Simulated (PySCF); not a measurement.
# Nb⁺ (niobium, charge +1) across methods

[Kr] 4d3 5s1, high-spin 5F determinant (an excited configuration). Computed with PySCF 2.14 in aug-cc-pwCVTZ-PP with ECP28MDF (8s8p7d4f3g, 122 functions), with scalar relativity through the core potential.

```json
{"method": "PBE0", "E (hartree)": "-56.3709", "mean ε 4p β (eV)": "-44.655", "mean ε 4d α (eV)": "-13.786", "mean ε 5s α (eV)": "-11.751", "Σ⟨r²⟩ (bohr²)": "39.90", "⟨S²⟩": "6.002"}
{"method": "PW91", "E (hartree)": "-56.4138", "mean ε 4p β (eV)": "-42.556", "mean ε 4d α (eV)": "-12.436", "mean ε 5s α (eV)": "-11.211", "Σ⟨r²⟩ (bohr²)": "39.99", "⟨S²⟩": "6.001"}
{"method": "LC-wPBE", "E (hartree)": "-56.3907", "mean ε 4p β (eV)": "-47.466", "mean ε 4d α (eV)": "-16.459", "mean ε 5s α (eV)": "-13.713", "Σ⟨r²⟩ (bohr²)": "39.68", "⟨S²⟩": "6.002"}
{"method": "r2SCAN", "E (hartree)": "-56.4112", "mean ε 4p β (eV)": "-43.212", "mean ε 4d α (eV)": "-12.767", "mean ε 5s α (eV)": "-11.340", "Σ⟨r²⟩ (bohr²)": "39.73", "⟨S²⟩": "6.002"}
{"method": "UHF", "E (hartree)": "-55.92803", "mean ε 4p β (eV)": "-50.000", "mean ε 4d α (eV)": "-17.497", "mean ε 5s α (eV)": "-13.170", "Σ⟨r²⟩ (bohr²)": "40.37", "⟨S²⟩": "6.006"}
{"method": "LDA", "E (hartree)": "-56.2181", "mean ε 4p β (eV)": "-42.498", "mean ε 4d α (eV)": "-12.339", "mean ε 5s α (eV)": "-11.393", "Σ⟨r²⟩ (bohr²)": "40.10", "⟨S²⟩": "6.000"}
{"method": "PBE", "E (hartree)": "-56.3826", "mean ε 4p β (eV)": "-42.490", "mean ε 4d α (eV)": "-12.375", "mean ε 5s α (eV)": "-11.140", "Σ⟨r²⟩ (bohr²)": "40.02", "⟨S²⟩": "6.001"}
{"method": "PBEsol", "E (hartree)": "-56.2756", "mean ε 4p β (eV)": "-42.410", "mean ε 4d α (eV)": "-12.318", "mean ε 5s α (eV)": "-11.203", "Σ⟨r²⟩ (bohr²)": "39.98", "⟨S²⟩": "6.001"}
```

Energies and moments cover only the electrons outside the core potential.
